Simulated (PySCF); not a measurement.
Several molecules and their computed UV-vis stick spectra, shuffled. Theory: PySCF 2.14.0, density-fitted response routines, TDDFT CAM-B3LYP/def2-SVPD, vertical, gas phase, core orbitals frozen in the response. Geometries: GFN2-xTB; one conformer of each isolated species. Triplets are in the Tamm–Dancoff approximation.

A. `C1[SiH2]C[SiH2]1`
B. `CC1=C[SiH2]C=C[Si@@H]1Cl`
C. `Cc1cnc(Cl)cp1`
D. `[SiH3]/C=C\[SiH3]`

Lowest singlet levels (six at most, fewer where fewer were computed) with oscillator strengths:

1. 5.86 eV (f 0.003); 6.57 eV (f 0.386); 7.23 eV (f 0.004); 7.70 eV (f 0.003); 7.82 eV (f 0.000); 7.92 eV (f 0.004); T1 4.03 eV
2. 5.64 eV (f 0.002); 6.03 eV (f 0.004); 6.20 eV (f 0.036); 6.51 eV (f 0.051); 6.84 eV (f 0.249); 7.04 eV (f 0.006); T1 4.08 eV
3. 6.54 eV (f 0.000); 7.22 eV (f 0.000); 7.27 eV (f 0.000); 7.51 eV (f 0.000); 7.60 eV (f 0.269); 7.61 eV (f 0.022); T1 6.30 eV
4. 4.44 eV (f 0.011); 4.53 eV (f 0.040); 5.20 eV (f 0.001); 5.21 eV (f 0.006); 5.32 eV (f 0.029); 5.98 eV (f 0.470); T1 3.31 eV

Problem. Which spectrum belongs to which structure?

Solution. 1 = D, 2 = B, 3 = A, 4 = C.
- A: S1 at 6.54 eV, HOMO→LUMO (95%); Löwdin shares by element: HOMO carbon 39%, silicon 34% (atoms not listed hold the other 26%); LUMO silicon 35%, carbon 25% (atoms not listed hold the other 40%); HOMO -9.18 and LUMO 0.74 eV; point group D2h, 4 of its 6 listed states under f = 0.0005.
- B: S1 at 5.64 eV, HOMO-1→LUMO (78%); Löwdin shares by element: HOMO carbon 73% or more, silicon 7% or more (atoms not listed hold the other 20%); LUMO carbon 49% or more, silicon 11% or more (atoms not listed hold the other 40%); HOMO -9.08 and LUMO 0.02 eV.
- C: S1 at 4.44 eV, HOMO-1→LUMO (97%); Löwdin shares by element: HOMO carbon 46% or more, chlorine 22% (atoms not listed hold the other 32%); LUMO phosphorus 38%, carbon 29% or more, nitrogen 16% (atoms not listed hold the other 17%); HOMO -8.75 and LUMO -1.23 eV; point group Cs.
- D: S1 at 5.86 eV, HOMO-1→LUMO (96%); Löwdin shares by element: HOMO carbon 68%, silicon 13% (atoms not listed hold the other 18%); LUMO carbon 59%, silicon 22% (atoms not listed hold the other 19%); HOMO -9.25 and LUMO 0.15 eV.
